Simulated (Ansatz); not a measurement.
Born–Oppenheimer molecular dynamics of AlF2H3OSi (8 atoms, charge 0, multiplicity 1). It goes on from the last frame of an earlier run, with new velocities.

Level of theory: RKS BLYP/6-31G (Ansatz).

```yaml
ensemble: NVT, Langevin thermostat
time_step: 0.25 fs
steps_asked: 250
set_temperature: 100 K
friction: 0.02 /fs
seed: 300107
```

Frames 1.25 fs apart, positions in Å, forces in eV/Å.

Velocities at 25 fs (Å/ps):

```
Al -1.52 -1.34 1.39
O -1.00 1.74 -3.20
Si 0.24 -3.98 -2.60
H 21.22 6.55 17.88
H 19.78 -10.77 28.45
H -10.69 -16.07 8.18
F 2.57 -2.69 -1.47
F 2.29 0.59 -0.66
```

```xyz
8
Properties=species:S:1:pos:R:3:forces:R:3 time_fs=25 energy_less_start_eV=-0.171 T=202
Al -0.092 -0.046 -0.245 0.82 0.35 -0.62
O -0.876 -0.353 1.186 0.29 -0.11 -0.22
Si -1.360 -0.359 2.786 -1.29 1.00 1.13
H -2.806 -0.886 2.774 0.45 0.14 0.25
H -0.452 -1.177 3.621 0.27 -0.41 0.28
H -1.316 1.111 3.370 -0.09 -0.86 -0.36
F 1.614 0.138 -0.370 -0.29 -0.12 0.00
F -0.984 0.265 -1.649 -0.16 0.01 -0.46
8
Properties=species:S:1:pos:R:3:forces:R:3 time_fs=26.25 energy_less_start_eV=-0.199 T=230
Al -0.094 -0.047 -0.244 1.04 0.40 -0.84
O -0.877 -0.351 1.182 0.15 -0.16 0.04
Si -1.359 -0.364 2.784 -0.43 0.61 1.55
H -2.776 -0.876 2.798 -0.01 -0.08 0.18
H -0.426 -1.192 3.658 -0.16 -0.02 -0.19
H -1.328 1.083 3.376 -0.04 -0.62 -0.32
F 1.617 0.135 -0.372 -0.41 -0.13 0.02
F -0.981 0.266 -1.651 -0.16 0.00 -0.45
8
Properties=species:S:1:pos:R:3:forces:R:3 time_fs=27.5 energy_less_start_eV=-0.180 T=204
Al -0.096 -0.048 -0.243 1.20 0.45 -1.05
O -0.878 -0.348 1.178 0.02 -0.20 0.30
Si -1.359 -0.367 2.782 0.35 0.18 1.77
H -2.748 -0.867 2.823 -0.48 -0.30 0.12
H -0.401 -1.202 3.692 -0.47 0.24 -0.55
H -1.338 1.044 3.380 0.00 -0.21 -0.22
F 1.619 0.132 -0.374 -0.48 -0.14 0.04
F -0.978 0.267 -1.654 -0.15 0.00 -0.41
8
Properties=species:S:1:pos:R:3:forces:R:3 time_fs=28.75 energy_less_start_eV=-0.135 T=144
Al -0.096 -0.049 -0.242 1.26 0.47 -1.18
O -0.879 -0.345 1.176 -0.08 -0.24 0.47
Si -1.359 -0.371 2.781 0.88 -0.26 1.83
H -2.730 -0.861 2.850 -0.82 -0.47 0.07
H -0.382 -1.209 3.716 -0.65 0.38 -0.78
H -1.348 1.006 3.380 0.04 0.27 -0.07
F 1.619 0.128 -0.376 -0.50 -0.15 0.05
F -0.974 0.269 -1.657 -0.14 -0.01 -0.38
8
Properties=species:S:1:pos:R:3:forces:R:3 time_fs=30 energy_less_start_eV=-0.102 T=97
Al -0.095 -0.049 -0.242 1.24 0.48 -1.22
O -0.880 -0.343 1.174 -0.14 -0.25 0.53
Si -1.359 -0.375 2.781 1.01 -0.73 1.72
H -2.724 -0.861 2.879 -0.89 -0.54 0.01
H -0.373 -1.208 3.724 -0.69 0.40 -0.85
H -1.358 0.970 3.378 0.07 0.80 0.12
F 1.619 0.125 -0.378 -0.47 -0.14 0.06
F -0.970 0.271 -1.660 -0.14 -0.01 -0.37
8
Properties=species:S:1:pos:R:3:forces:R:3 time_fs=31.25 energy_less_start_eV=-0.104 T=89
Al -0.094 -0.050 -0.243 1.16 0.47 -1.22
O -0.882 -0.340 1.173 -0.17 -0.27 0.58
Si -1.357 -0.378 2.782 0.75 -1.05 1.55
H -2.733 -0.867 2.906 -0.67 -0.48 -0.05
H -0.374 -1.203 3.721 -0.62 0.34 -0.82
H -1.364 0.949 3.374 0.09 1.14 0.25
F 1.617 0.122 -0.381 -0.40 -0.14 0.06
F -0.965 0.272 -1.662 -0.14 -0.02 -0.36
8
Properties=species:S:1:pos:R:3:forces:R:3 time_fs=32.5 energy_less_start_eV=-0.141 T=115
Al -0.092 -0.050 -0.245 1.05 0.46 -1.18
O -0.883 -0.338 1.172 -0.18 -0.28 0.60
Si -1.357 -0.382 2.784 0.25 -1.03 1.40
H -2.751 -0.881 2.928 -0.29 -0.34 -0.12
H -0.385 -1.194 3.707 -0.44 0.19 -0.67
H -1.366 0.945 3.373 0.08 1.15 0.25
F 1.616 0.118 -0.384 -0.32 -0.13 0.07
F -0.962 0.273 -1.665 -0.14 -0.02 -0.35
8
Properties=species:S:1:pos:R:3:forces:R:3 time_fs=33.75 energy_less_start_eV=-0.191 T=177
Al -0.089 -0.050 -0.247 0.88 0.43 -1.10
O -0.884 -0.337 1.171 -0.16 -0.29 0.57
Si -1.355 -0.387 2.786 -0.44 -0.61 1.25
H -2.773 -0.900 2.945 0.15 -0.15 -0.18
H -0.405 -1.181 3.686 -0.14 -0.05 -0.39
H -1.364 0.960 3.374 0.05 0.82 0.13
F 1.615 0.114 -0.387 -0.21 -0.12 0.07
F -0.959 0.274 -1.667 -0.14 -0.02 -0.34
8
Properties=species:S:1:pos:R:3:forces:R:3 time_fs=35 energy_less_start_eV=-0.209 T=180
Al -0.086 -0.050 -0.249 0.65 0.41 -0.99
O -0.886 -0.335 1.172 -0.10 -0.29 0.48
Si -1.354 -0.392 2.789 -1.18 0.11 1.02
H -2.793 -0.921 2.959 0.51 0.03 -0.22
H -0.428 -1.169 3.657 0.31 -0.40 0.02
H -1.360 0.989 3.377 0.03 0.29 -0.06
F 1.613 0.110 -0.391 -0.08 -0.11 0.06
F -0.957 0.275 -1.670 -0.12 -0.03 -0.31
8
Properties=species:S:1:pos:R:3:forces:R:3 time_fs=36.25 energy_less_start_eV=-0.179 T=149
Al -0.084 -0.049 -0.252 0.42 0.36 -0.80
O -0.888 -0.335 1.173 -0.02 -0.27 0.33
Si -1.352 -0.396 2.793 -1.83 0.84 0.73
H -2.807 -0.941 2.971 0.74 0.16 -0.25
H -0.446 -1.161 3.625 0.78 -0.78 0.46
H -1.352 1.017 3.383 0.00 -0.18 -0.21
F 1.611 0.107 -0.394 0.03 -0.10 0.06
F -0.955 0.275 -1.674 -0.12 -0.03 -0.31
8
Properties=species:S:1:pos:R:3:forces:R:3 time_fs=37.5 energy_less_start_eV=-0.141 T=120
Al -0.081 -0.048 -0.256 0.27 0.32 -0.61
O -0.890 -0.335 1.173 0.03 -0.25 0.20
Si -1.351 -0.400 2.796 -2.14 1.39 0.53
H -2.811 -0.958 2.981 0.84 0.25 -0.26
H -0.451 -1.164 3.598 1.07 -1.01 0.74
H -1.340 1.044 3.389 -0.03 -0.58 -0.33
F 1.611 0.104 -0.396 0.11 -0.09 0.06
F -0.952 0.274 -1.677 -0.13 -0.02 -0.33
8
Properties=species:S:1:pos:R:3:forces:R:3 time_fs=38.75 energy_less_start_eV=-0.136 T=122
Al -0.079 -0.047 -0.259 0.14 0.29 -0.48
O -0.891 -0.334 1.173 0.02 -0.23 0.18
Si -1.352 -0.404 2.801 -1.98 1.63 0.45
H -2.803 -0.972 2.989 0.79 0.28 -0.25
H -0.439 -1.180 3.579 1.05 -0.97 0.76
H -1.327 1.067 3.390 -0.06 -0.88 -0.38
F 1.612 0.102 -0.398 0.17 -0.09 0.05
F -0.949 0.274 -1.679 -0.13 -0.02 -0.33
```

Of the whole run (62 fs, mean temperature of the second half 179 K): The mean temperature of the second half is 79 % above the set value. A run of 0.062 ps of so small a system gives no equilibrium averages. Limits of this set-up: no polarisation functions.

Run time: 10 min on 1 thread of Arm Neoverse V1, on a shared host, peak memory 0.1 GiB.
